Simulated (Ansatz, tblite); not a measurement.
Forces on Co₃S₃ at its PBE-D4/def2-SVP geometry. The state is a doublet with charge 0.

The xTB rows come from tblite. At PBE-D4/def2-TZVP the charge 0 doublet is spin-contaminated (final ⟨S²⟩ up to 3.20, 0.75 for a pure state). Another isomer (quartet) lies 0.47 eV lower at PBE0-D4/def2-TZVP; other spin states weren't run for this one.

GFN1-xTB (tblite), largest force 3.23 eV/Å:

```xyz
6
positions Å, forces eV/Å
Co   -1.240   -0.220   -0.449   -0.380   -0.122   -0.246
Co    0.173    0.586    1.189    0.170    0.194    0.394
Co    1.035   -0.354   -0.718    0.478   -0.165   -0.333
S    -0.312   -1.088   -2.208    0.322    1.422    2.884
S    -1.960    0.671    1.361    2.442   -0.837   -1.695
S     2.304    0.405    0.825   -3.032   -0.493   -1.004
```

GFN2-xTB (tblite), largest force 0.87 eV/Å:

```
Co 0.830 0.112 0.228
Co -0.038 -0.382 -0.777
Co -0.629 0.215 0.436
S 0.044 0.321 0.651
S 0.485 -0.166 -0.337
S -0.692 -0.099 -0.202
```

PBE-D4/def2-TZVP (Ansatz), largest force 0.77 eV/Å:

```
Co -0.021 -0.105 -0.211
Co 0.364 0.164 0.332
Co 0.414 -0.056 -0.114
S -0.217 0.250 0.507
S 0.202 -0.165 -0.334
S -0.742 -0.088 -0.179
```
